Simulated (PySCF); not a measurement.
## TDDFT excited states: C8H7N

o-tolunitrile, C₈H₇N.
Geometry (GFN2-xTB, Å), atoms numbered from 1 in this order:
```
atom  x, y, z in Å
C1     1.977    0.819    0.135
C2     0.539    0.416    0.039
C3    -0.481    1.353   -0.016
C4    -1.808    0.964   -0.106
C5    -2.143   -0.380   -0.142
C6    -1.147   -1.335   -0.089
C7     0.188   -0.942    0.000
C8     1.195   -1.933    0.053
N9     2.008   -2.741    0.096
H10    2.075    1.901    0.156
H11    2.428    0.407    1.038
H12    2.540    0.430   -0.713
H13   -0.232    2.404    0.013
H14   -2.584    1.714   -0.147
H15   -3.176   -0.682   -0.212
H16   -1.387   -2.388   -0.117
```

Theory: TDDFT PBE0/def2-SVPD, vertical, gas phase, core orbitals frozen in the response (PySCF).

What does the calculation give for the low-lying excited states?

```
state  E (eV)  E (kJ/mol)  λ (nm)       f  |μ| (D)  symmetry  main configurations (H = HOMO, L = LUMO)
   S1    5.08         490   244.1   0.029     1.22        A′       H→L (40%), H-1→L (34%), H→L+1 (16%)
   S2    5.61         541   221.0   0.168     2.81        A′       H→L (47%), H-1→L (35%), H→L+1 (12%)
   S3    6.43         620   192.8  0.0000     0.02         –                               H-2→L (96%)
   S4    6.56         633   189.0   0.457     4.29        A′                  H→L+1 (60%), H-1→L (27%)
   S5    6.74         651   183.8   0.472     4.30        A′                             H-1→L+1 (74%)
   S6    7.05         680   175.8  0.0000     0.04         –   H→L+3 (63%), H-1→L+3 (14%), H→L+4 (12%)
```

Triplets, Tamm–Dancoff:

```
state  E (eV)  λ (nm)  main configurations (H = HOMO, L = LUMO)
   T1    3.73   332.6                    H→L (66%), H-1→L (18%)
   T2    4.29   288.8                    H-1→L (68%), H→L (24%)
```

The lowest singlet lies at 5.08 eV (244 nm, ultraviolet) and is weak; its leading configuration is HOMO→LUMO (40%). The strongest level in the table is S5 at 6.74 eV (184 nm, f = 0.472). Löwdin shares by element: HOMO carbon 65% or more (atoms not listed hold the other 35%); LUMO carbon 45% or more, nitrogen 13% (atoms not listed hold the other 42%). Of the 6 states listed, 4 reach f = 0.01 and 2 stay under 0.0005. Orbital energies (eV): HOMO-3 -10.15, HOMO-2 -9.61, HOMO-1 -7.87, HOMO -7.63, LUMO -1.55, LUMO+1 -0.72, LUMO+2 0.59. Weighted by f, the mean energy of these states is 6.46 eV. Symmetry labels in Cs follow from the direction of the transition dipole and are given only for states with f of 0.002 or more. The window holds the lowest 6 singlets.

Hardware: one thread of an Arm Neoverse N1, no GPU (shared host). Cost: 68 s, 0.94 GiB resident at most.
